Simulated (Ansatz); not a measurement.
Geometry optimisation, Ansatz 0.2.0, RKS PBE/def2-SVP.

Input:

```yaml
crystal:
  periodic: [false, false, false]
  atoms:
    - { symbol: W, position_ang: [-0.398085, -0.393099, -0.319432] }
    - { symbol: H, position_ang: [-0.162646, -0.19603, 1.369419] }
    - { symbol: H, position_ang: [1.140932, -0.024111, 0.134984] }
    - { symbol: H, position_ang: [-0.117962, 1.146555, 0.182044] }
    - { symbol: H, position_ang: [-1.768087, 0.338774, 0.418428] }
    - { symbol: H, position_ang: [0.332658, -1.768248, 0.423208] }
    - { symbol: O, position_ang: [0.165148, 0.24439, -2.000534] }
    - { symbol: H, position_ang: [0.79973, 0.922332, -2.298291] }
    - { symbol: Cl, position_ang: [1.909598, 1.996219, 1.131016] }
    - { symbol: H, position_ang: [1.107612, 1.110217, 1.736159] }
basis:
  gaussian: { orbitals: def2-SVP }
hamiltonian:
  xc: pbe
relax:
  f_tol: 0.03
  max_steps: 50
output:
  orbitals: {}
```

Launched with:

```bash
$ ansatz run input.yaml --threads 2 --pin off --max-ram 3072MiB --backend cpu --events-out ev --progress --plain --runs-dir out
```

Problem. Where does it end, and by what steps?

Solution. The run converged. After 16 steps the energy has fallen by 0.310 eV; Cl9 moved furthest, 1.06 Å.

| step | energy less start (eV) | largest force component (eV/Å) | accepted |
| --- | --- | --- | --- |
| 0 | 0.0000 | 0.855 | yes |
| 1 | -0.1499 | 0.635 | yes |
| 2 | -0.2025 | 0.992 | yes |
| 3 | -0.2437 | 0.872 | yes |
| 4 | -0.2626 | 0.635 | yes |
| 5 | -0.2751 | 0.494 | yes |
| 6 | -0.2833 | 0.120 | yes |
| 7 | -0.2860 | 0.074 | yes |
| 8 | -0.2891 | 0.066 | yes |
| 9 | -0.2985 | 0.292 | yes |
| 10 | -0.3026 | 0.221 | yes |
| 11 | -0.3031 | 0.214 | yes |
| 12 | -0.3089 | 0.123 | yes |
| 13 | -0.3096 | 0.085 | yes |
| 14 | -0.3101 | 0.046 | yes |
| 15 | -0.3103 | 0.037 | yes |
| 16 | -0.3104 | 0.023 | yes |

```xyz
10
Properties=species:S:1:pos:R:3
W -0.416 -0.394 -0.352
H 0.032 0.038 1.239
H 1.167 0.039 -0.107
H -0.029 1.198 -0.084
H -1.695 0.405 0.471
H 0.440 -1.661 0.429
O -0.102 -0.032 -2.173
H 0.474 0.574 -2.674
Cl 2.012 2.057 2.187
H 1.127 1.153 1.840
```

Whether the end is a true minimum wasn't checked by a vibrational analysis.

Run time: 33 s on 2 threads of Arm Neoverse V2 (shared host), peak memory 0.14 GiB.
